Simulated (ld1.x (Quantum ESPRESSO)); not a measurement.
**Logarithmic derivatives: scandium, RRKJ**

ld1.x (Quantum ESPRESSO) 7.5 input, shortened:

```
&input
   title='Sc', zed=21., rel=2, dft='PW91', iswitch=3,
   config='[Ar] 3d1 4s1.75 4p0', rel_dist='average'
 /
 &inputp
   pseudotype=2, tm=.false., rho0=0.02, lloc=0,
   nlcc=.false.
 /
3
4P  2  1   0.00   0.00  4.80  4.80  0.0
3D  3  2   1.00   0.00  2.72  2.72  0.0
4S  1  0   1.75   0.00  2.98  2.98  0.0
 &test
   configts(1)='3d1 4s1.75 4p0'
 /
```

Open shells are filled in proportion to 2j + 1 (rel_dist='average').

The phase is arctan(r·u′/u) with u = r·R(r), unwrapped; energies in Ry, scanned from -2 to 5 Ry. A pole is an energy at which the radial function vanishes at the test radius. The pseudo phase is shifted by a multiple of π to meet the all-electron one at the reference energy, and phase errors are pseudo minus all-electron; the curves can meet again beyond the range given. Levels narrower than the energy grid can be missing from the lists of poles.

```tsv
channel	radius (bohr)	reference energy (Ry)	poles, all-electron	poles, pseudo	unbroken range about the reference energy with phases within 0.05 rad	phase error 1 Ry above the reference energy (rad)
s	5.20	-0.41	-0.26, 1.47, 4.19	-0.26, 1.36, 3.41	below 0.4	-0.129
p1/2	5.20	-0.20	0.09, 1.88, 4.63	0.09, 1.83, 4.51	below 0.8	-0.049
p3/2	5.20	-0.19	0.10, 1.89, 4.65	0.10, 1.84, 4.48	below 0.8	-0.052
d3/2	5.20	-0.36	-0.34, 0.76, 2.64	-0.34, 0.88, 3.32	below 0.0	+0.050
d5/2	5.20	-0.36	-0.34, 0.76, 2.64	-0.34, 0.88, 3.32	below 0.0	+0.049
```

Phases in the d3/2 channel:

| E (Ry) | all-electron | pseudo |
| --- | --- | --- |
| -2.00 | 1.432 | 1.432 |
| -1.52 | 1.410 | 1.410 |
| -1.04 | 1.373 | 1.373 |
| -0.56 | 1.275 | 1.276 |
| -0.08 | -2.034 | -2.019 |
| 0.40 | -4.398 | -4.303 |
| 0.88 | -4.761 | -4.712 |
| 1.36 | -5.054 | -4.867 |
| 1.84 | -7.523 | -5.532 |
| 2.32 | -7.794 | -7.617 |
| 2.80 | -7.879 | -7.785 |
| 3.28 | -7.971 | -7.849 |
| 3.76 | -8.466 | -7.899 |
| 4.24 | -10.790 | -7.964 |
| 4.72 | -10.933 | -8.158 |
